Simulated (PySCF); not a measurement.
# Mo³⁺ (molybdenum, charge +3) across methods

[Kr] 4d3, high-spin 4F determinant. Computed with PySCF 2.14 in ANO-RCC-VTZP (7s6p4d2f1g, 68 functions), with scalar relativity by spin-free X2C-1e. The B2PLYP total includes its PT2 part (frozen core); its orbital energies are those of the SCF part.

| method | E (hartree) | mean ε 4p α (eV) | mean ε 4p β (eV) | mean ε 4d α (eV) | Σ⟨r²⟩ (bohr²) | ⟨S²⟩ |
| --- | --- | --- | --- | --- | --- | --- |
| UHF | -4044.33395 | -82.810 | -76.891 | -40.434 | 25.83 | 3.755 |
| r2SCAN | -4046.38 | -72.092 | -69.383 | -34.594 | 25.77 | 3.752 |
| B2PLYP | -4045.87 | -77.318 | -73.285 | -37.519 | 25.84 | 3.752 |
| LDA | -4041.58 | -71.005 | -68.914 | -34.114 | 25.91 | 3.750 |
| LC-wPBE | -4046.00 | -76.627 | -73.868 | -38.834 | 25.77 | 3.751 |
| PBE | -4045.98 | -70.925 | -68.651 | -34.187 | 25.87 | 3.751 |
| r2SCANh | -4046.38 | -73.244 | -70.262 | -35.259 | 25.76 | 3.752 |

(1) Estimate the same row for PBE0.

Results:

(1) E (hartree) = -4046.07; mean ε 4p α (eV) = -74.190; mean ε 4p β (eV) = -71.087; mean ε 4d α (eV) = -35.960; Σ⟨r²⟩ (bohr²) = 25.80; ⟨S²⟩ = 3.751.
